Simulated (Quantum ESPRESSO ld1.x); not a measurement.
Radial electron density D(r) = 4 pi r^2 rho(r) of an atom or ion with 19 electrons. Calculated with ld1.x of Quantum ESPRESSO 7.5: non-relativistic Kohn-Sham, B86b exchange with PBE correlation, spin-unpolarised, spherical densities, point nucleus.

| r (bohr) | D(r) (e/bohr) |
|---|---|
| 0.005699 | 2.557 |
| 0.006529 | 3.230 |
| 0.00748 | 4.058 |
| 0.00857 | 5.067 |
| 0.009818 | 6.280 |
| 0.01125 | 7.719 |
| 0.01289 | 9.399 |
| 0.01477 | 11.32 |
| 0.01692 | 13.47 |
| 0.01954 | 15.94 |
| 0.02238 | 18.38 |
| 0.02564 | 20.81 |
| 0.02938 | 23.08 |
| 0.03366 | 25.02 |
| 0.03856 | 26.43 |
| 0.04418 | 27.15 |
| 0.05062 | 27.10 |
| 0.05799 | 26.27 |
| 0.06644 | 24.85 |
| 0.07612 | 23.17 |
| 0.08791 | 21.60 |
| 0.1007 | 20.82 |
| 0.1154 | 21.12 |
| 0.1322 | 22.56 |
| 0.1515 | 24.87 |
| 0.1735 | 27.35 |
| 0.1988 | 29.10 |
| 0.2278 | 29.26 |
| 0.2609 | 27.37 |
| 0.2989 | 23.58 |
| 0.3452 | 18.43 |
| 0.3955 | 13.76 |
| 0.4532 | 10.42 |
| 0.5192 | 8.947 |
| 0.5948 | 9.120 |
| 0.6815 | 10.06 |
| 0.7808 | 10.72 |
| 0.8945 | 10.38 |
| 1.025 | 8.918 |
| 1.174 | 6.751 |
| 1.345 | 4.482 |
| 1.553 | 2.510 |
| 1.78 | 1.262 |
| 2.039 | 0.5521 |
| 2.336 | 0.2096 |
| 2.676 | 0.06857 |
| 3.066 | 0.01910 |
| 3.513 | 0.004428 |
| 4.025 | 0.0008233 |
| 4.611 | 0.0001171 |

What is the nuclear charge?

Answer. Z = 23. The innermost maximum, from 1s, lies near 1/Z = 0.0435 bohr (found: 0.0467), and its height grows with Z. The density is that of the vanadium ion V4+ in [Ne] 3s1 3p6 3d2; the configuration itself is not fixed sharply by these data, and Z only to about a unit. D(r) has 3 maxima, at r = 0.0467, 0.215, 0.806 bohr, and minima at 0.104, 0.545 bohr, inside which lie 2.13, 10.57 electrons.
